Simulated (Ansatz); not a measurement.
H₉N₃Si₃, charge +1, doublet (typed; the unrestricted solution is spin-contaminated), at a GFN2-xTB geometry (a state made from the parent by changing its charge; the spin is typed, not shown lowest); BLYP/STO-3G (Ansatz, an electronic-structure program).

Here is a job for Ansatz.
Ansatz 0.2 input:
```yaml
crystal:
  periodic: [false, false, false]
  atoms:
    - {symbol: Si, position_ang: [1.71385211, -0.42755707, -0.49283787]}
    - {symbol: N, position_ang: [0.47534955, -1.54825386, -0.01718312]}
    - {symbol: Si, position_ang: [-1.17564684, -1.32542320, 0.47338261]}
    - {symbol: N, position_ang: [-1.51369538, 0.37762369, 0.43528050]}
    - {symbol: Si, position_ang: [-0.53820527, 1.75298028, 0.01945526]}
    - {symbol: N, position_ang: [1.03834583, 1.17063016, -0.41809737]}
    - {symbol: H, position_ang: [2.06280046, -0.70545253, -1.88742259]}
    - {symbol: H, position_ang: [2.79609327, -0.50670246, 0.49019188]}
    - {symbol: H, position_ang: [0.77127140, -2.51209648, -0.02788022]}
    - {symbol: H, position_ang: [-2.03316799, -1.97820999, -0.51777040]}
    - {symbol: H, position_ang: [-1.29987518, -1.77945992, 1.85984407]}
    - {symbol: H, position_ang: [-2.45602413, 0.61270776, 0.70625796]}
    - {symbol: H, position_ang: [-0.39627887, 2.58428748, 1.21638576]}
    - {symbol: H, position_ang: [-1.12957168, 2.38553741, -1.16122871]}
    - {symbol: H, position_ang: [1.68475273, 1.89938872, -0.67837773]}
basis:
  gaussian:
    orbitals: STO-3G
    occupation: {up: {"A1": 15, "A2": 4, "B1": 6, "B2": 11}, down: {"A1": 16, "A2": 3, "B1": 5, "B2": 11}}
hamiltonian:
  xc: blyp
total_charge: 1
magnetization: {spin_polarized: true, initial_magnetization: 1}
```

What does Ansatz print? Leave out banner, timings and long lists.


```
Functional definition: BLYP
the irreps are read with x along [-0.294, -0.080, -0.953], y along [0.201, 0.969, -0.143] and z along [0.935, -0.233, -0.269] of the geometry given
624 factors; integrals over basis functions are off by at most 3.7e-5 eV
mean field evaluation 1: about -27881.9133 eV, gradient 3.9e1 eV
mean field evaluation 2: about -27891.6207 eV, gradient 6.3e0 eV
mean field evaluation 4: about -27892.2321 eV, gradient 7.4e-2 eV
mean field evaluation 8: about -27892.1692 eV, gradient 9.8e-7 eV
mean field -27892.16918507 eV, -1025.0183115601 hartree, gradient 1.5e-6 eV, S^2 1.753765; 0 other end points of the search recorded, 0 dependent functions left out
reference -27892.16949908 eV, -1025.0183230998 hartree; 36, 35 occupied and 15, 16 virtual orbitals, 624 factors
Total energy: -27892.16949908 eV, -1025.0183230998 hartree
```
